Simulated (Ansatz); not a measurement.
Geometry optimisation, Ansatz, RKS BLYP-D4/STO-3G.

Input:

```yaml
crystal:
  periodic: [false, false, false]
  atoms:
    - { symbol: F, position_ang: [0.8009, -0.9118, 1.4693] }
    - { symbol: C, position_ang: [0.6361, -0.2601, 0.2221] }
    - { symbol: O, position_ang: [-0.0393, -1.1049, -0.7072] }
    - { symbol: Al, position_ang: [-1.0559, 0.3209, -0.263] }
    - { symbol: H, position_ang: [-2.38424, 0.94905, 0.19803] }
    - { symbol: H, position_ang: [-1.8647, 1.7156, -0.5433] }
basis:
  gaussian: { orbitals: STO-3G }
hamiltonian:
  xc: blyp
  dispersion: d4
relax:
  f_tol: 0.02
  max_steps: 50
output:
  orbitals: {}
```

Run as:

```bash
$ ansatz run input.yaml --threads 1 --pin off --max-ram 2048MiB --backend cpu --events-out ev --progress --plain --runs-dir out
```

Question: Where does it end, and by what steps?

Answer: It converged. Limits of this set-up: minimal basis. After 11 steps the energy has fallen by 7.091 eV; H6 moved furthest, 0.96 Å.

| step | energy less start (eV) | largest force component (eV/Å) | accepted |
| --- | --- | --- | --- |
| 0 | 0.0000 | 5.073 | yes |
| 1 | -2.4109 | 4.563 | yes |
| 2 | -4.5054 | 2.614 | yes |
| 3 | -5.8026 | 2.095 | yes |
| 4 | -6.6042 | 1.934 | yes |
| 5 | -6.6730 | 3.284 | yes |
| 6 | -7.0400 | 0.794 | yes |
| 7 | -7.0831 | 0.270 | yes |
| 8 | -7.0909 | 0.112 | yes |
| 9 | -7.0905 | 0.190 | no |
| 10 | -7.0913 | 0.030 | yes |
| 11 | -7.0914 | 0.005 | yes |

```xyz
6
Properties=species:S:1:pos:R:3
F 1.271 -0.885 1.137
C 0.178 -0.279 0.563
O -0.280 -0.881 -0.559
Al -1.349 0.638 -0.167
H -2.680 0.291 0.446
H -1.047 1.825 -1.043
```

Time of the run: 32 s on 1 thread of Arm Neoverse N1 (shared host), peak memory 0.14 GiB.
